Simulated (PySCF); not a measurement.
C7HN.
InChI=1S/C7HN/c1-2-3-4-5-6-7-8/h1H

Linear response at CAM-B3LYP/def2-SVPD (PySCF, frozen core in the response, non-relativistic). Geometry: PBE0-D3(BJ)/def2-SVP; no solvent, vibrations or thermal averaging.

Static isotropic polarisability: 116.82 au (17.31 Å³), principal values 46.2, 46.2, 258.1 au.

Question: What is the polarisability at 1064 nm and at the sodium D line?

Answer: 119.76 au at 1064 nm (+2.5 %), 127.21 au at 589.3 nm (+8.9 %). The rise at 589.3 nm is 3.53 times that at 1064 nm; a pure ω² law gives 3.26. The lowest singlet lies at 374 nm, shorter than both wavelengths.

Question: What is the isotropic C6 coefficient between two such molecules, C6 = (3/π)∫α(iω)² dω?

Answer: 3424 au (Eh·bohr⁶) by a ten-point quadrature over imaginary frequencies, which is 2050 eV·Å⁶ or 197 J·nm⁶/mol.

Question: Which effective excitation energy ω̄ makes London's formula C6 = (3/4)α²ω̄ exact here?

Answer: ω̄ = 4·C6/(3α²) = 0.335 Eh = 9.1 eV. A one-pole form α(ω) = α/(1 − ω²/ω̄²) fitted to the 1064 nm value gives 7.4 eV. London's choice of the ionisation energy (9.70 eV, ΔSCF at the same level) gives C6 = 3650 au, 7 % too high.

Question: How many electrons N does the Slater–Kirkwood formula C6 = (3/4)·√N·α^(3/2) need to give this C6?

Answer: N = (4·C6/3)²/α³ = 13.1; the species has 50 electrons in all.

Question: What molar refraction at the D line follows from R = (4π/3)·N_A·α′, with α′ the polarisability volume?

Answer: α′ = 18.85 Å³ gives R = 47.55 cm³/mol, for isolated, non-vibrating species.

Question: The lowest 6 singlets have (eV, f): 3.32, 0.000; 3.47, 0.000; 3.47, 0.000; 5.16, 0.000; 5.40, 0.000; 5.40, 0.000. What share of the static polarisability do they carry in the sum over states α = Σ f/ω²?

Answer: 0.00 au, 0.0 % of α. Their oscillator strengths add up to 0.00. Higher states carry the rest.
